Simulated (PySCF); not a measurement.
## Aluminium: a sound run and one with changed settings

Sound run: Al⁺ [Ne] 3s2, Al²⁺ [Ne] 3s1. Computed with PySCF 2.14 in cc-pV(T+d)Z, with no relativity, point nucleus. In the sound run the correlated levels freeze [Ne]. The sound run starts from symmetry-adapted Hartree-Fock orbitals and uses a fine grid where one is needed.

Changed run: initial guess minao, at most 50 SCF cycles.

```csv
species,method,sound run (hartree),changed run (hartree),converged
Al⁺,UHF,-241.67338,-241.67338,yes
Al⁺,M06-L,-242.13568,-242.13568,yes
Al⁺,CCSD(T),-241.71291,-241.71291,yes
Al²⁺,PBE,-241.31737,-241.31737,yes
```

Here the plain start reaches the same solutions.
